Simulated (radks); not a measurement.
Values are calculated unless marked as measured or tabulated.
Valence configurations of neutral calcium (all share [Ar]). Code: a radial shooting solver on a logarithmic mesh with Libxc functionals. Model: non-relativistic Kohn-Sham, r2SCAN, spin-unpolarised, spherical densities, point nucleus; meta-GGA in the generalised Kohn-Sham scheme. Order these by energy: 3d0.5 4s1.5; 4p2; 4s1 4p1; 3d2; 4s2; 4s1.5 4p0.5; 3d0.5 4s1 4p0.5; 3d1 4p1; 3d1 4s1.

Answer. From the lowest, in eV above it: 4s2 0.000; 3d0.5 4s1.5 1.167; 4s1.5 4p0.5 1.247; 3d0.5 4s1 4p0.5 2.308; 4s1 4p1 2.487; 3d1 4s1 2.502; 3d1 4p1 4.529; 4p2 4.959; 3d2 5.062. NIST lists [Ar] 4s2 as the ground configuration; this level of theory agrees among the configurations tried. The energies are those of spherical spin-averaged densities, not of single terms.
